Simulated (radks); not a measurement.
Values are calculated unless marked as measured or tabulated.
Q: The oxygen anion O2-, [Ne], held by a Watson sphere: a shell of charge +2 at radius R that stands for the Madelung well of a crystal (potential energy -2/R inside, -2/r outside, in hartree with lengths in bohr). Code: a radial shooting solver on a logarithmic mesh with Libxc functionals. Model: non-relativistic Kohn-Sham, PBEsol, spin-polarised, spherical densities, point nucleus. Response by self-consistent Sternheimer equations with the Hartree and adiabatic LDA kernel. The sphere does not respond.

R (bohr)  e(1s) (eV)  e(2s) (eV)  e(2p) (eV)  <r> 2p (bohr)  sum of <r^2> (bohr^2)  X-ray form factor at sin(theta)/lambda = 0.2 1/angstrom  alpha (bohr^3)
2.16         -506.16     -21.238      -7.153          1.528                  22.80                                                    6.015           17.12
2.83         -505.60     -19.080      -5.245          1.670                  27.53                                                    5.802           32.58
2.89         -505.53     -18.932      -5.105          1.682                  27.97                                                    5.790           34.45
3.24         -505.18     -18.177      -4.371          1.748                  30.55                                                    5.734           47.50
3.39         -505.03     -17.905      -4.098          1.776                  31.70                                                    5.717           54.37
3.8          -504.66     -17.287      -3.457          1.849                  34.99                                                    5.686           78.17

Estimate the row for R = 2.6 bohr.

A: e(1s) (eV) -505.83; e(2s) (eV) -19.711; e(2p) (eV) -5.827; <r> 2p (bohr) 1.623; sum of <r^2> (bohr^2) 25.89; X-ray form factor at sin(theta)/lambda = 0.2 1/angstrom 5.858; alpha (bohr^3) 26.22.
